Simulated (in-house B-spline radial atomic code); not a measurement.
Radial electron density of Os³⁺, [Xe] 4f14 5d5. Level of theory: scalar-relativistic (X2C) CAM-B3LYP, spin-polarised, spherical fractional occupations, exact exchange averaged over the configuration, Fermi nucleus of rms radius 5.4126 fm; calculated with an all-electron radial atomic-structure program (B-spline basis).

One-electron X2C: radii and densities carry no picture-change correction, so inner-shell <1/r> comes out high (for 1s by about 2 % at Z = 33, 5 % at 54, 10 % at 75, 30 % at 118) and <r> low.

Columns: r (bohr), 4πr²n(r) (electrons per bohr), bar.

```
0.000325    3.098 #
0.000402    4.165 #
0.000497    5.575 ##
0.000614    7.427 ##
 0.00076    9.876 ###
0.000939    13.04 ####
 0.00116     17.1 #####
 0.00143    22.21 #######
 0.00177    28.74 #########
 0.00219    36.74 ###########
 0.00271    46.32 ##############
 0.00335    57.32 ##################
 0.00414     69.4 ######################
 0.00512    81.88 ##########################
 0.00633    93.48 #############################
 0.00782    102.6 ################################
 0.00967    107.7 ##################################
   0.012    107.4 ##################################
  0.0148    102.5 ################################
  0.0183    95.55 ##############################
  0.0226     91.8 #############################
  0.0279     96.5 ##############################
  0.0345    111.3 ###################################
  0.0426    130.1 #########################################
  0.0527    140.8 ############################################
  0.0652    134.1 ##########################################
  0.0805    116.6 ####################################
  0.0996    108.1 ##################################
   0.123    118.8 #####################################
   0.152    129.6 ########################################
   0.188    113.9 ####################################
   0.232    81.55 #########################
   0.287     67.9 #####################
   0.355    77.88 ########################
   0.439    79.02 #########################
   0.543    58.26 ##################
   0.671    34.87 ###########
   0.829    22.65 #######
    1.03    17.21 #####
    1.27    12.23 ####
    1.57    7.058 ##
    1.94    3.307 #
    2.39    1.273 
    2.96   0.3637 
    3.66  0.07126 
    4.52 0.008443 
    5.59 0.0005059
```

On this grid the curve has 4 maxima, near 0.00967, 0.0527, 0.152, 0.439 bohr.

The 5p down radial function P(r) = rR(r), positive near the nucleus:

| r (bohr) | P |
| --- | --- |
| 0.000614 | 0.001378 |
| 0.000939 | 0.002544 |
| 0.00143 | 0.004752 |
| 0.00219 | 0.009076 |
| 0.00335 | 0.01742 |
| 0.00512 | 0.03322 |
| 0.00782 | 0.06202 |
| 0.012 | 0.1114 |
| 0.0183 | 0.1828 |
| 0.0279 | 0.2587 |
| 0.0426 | 0.273 |
| 0.0652 | 0.1135 |
| 0.0996 | -0.2235 |
| 0.152 | -0.3805 |
| 0.232 | 0.07639 |
| 0.355 | 0.5778 |
| 0.543 | 0.01793 |
| 0.829 | -0.9413 |
| 1.27 | -0.9605 |
| 1.94 | -0.3806 |
| 2.96 | -0.05815 |
| 4.52 | -0.002294 |
